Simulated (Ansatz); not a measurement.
C₃H₉BS (`CSB(C)C`) from Hartree–Fock to CCSD(T)

```xyz
14

C    -0.864   -2.161   -0.049
S    -0.219   -1.033    1.206
B     0.221    0.464    0.336
C     0.051    0.614   -1.217
C     0.816    1.617    1.219
H    -1.785   -1.774   -0.484
H    -1.079   -3.108    0.446
H    -0.131   -2.331   -0.836
H    -0.895    0.214   -1.592
H     0.841    0.044   -1.722
H     0.144    1.651   -1.548
H     0.946    1.373    2.275
H     1.786    1.932    0.816
H     0.168    2.498    1.150
```

Total charge 0; spin multiplicity 1. The structure was optimised at the PBE0-D4/def2-TZVP level. It is one conformer, not always the lowest. Frozen core, restricted reference, the Gaussian-basis code of Ansatz. CBS rows extrapolate triple and quadruple zeta; past MP2 they add the triple-zeta difference.

```csv
basis,HF (Eh),MP2 corr.
def2-SVP,-540.87539,-0.65273
def2-TZVPP,-541.16927,-0.81299
def2-QZVPP,-541.18719,-0.86836
```

**Question.** Estimate the CCSD correlation energy and the (T) correction in each basis where they were run (hartree).

**Answer.** 
```tsv
basis	CCSD corr.	(T)
def2-SVP	-0.72114	-0.02208
def2-TZVPP	-0.87409	-0.03660
CBS(def2)	-0.97047	as TZ
```
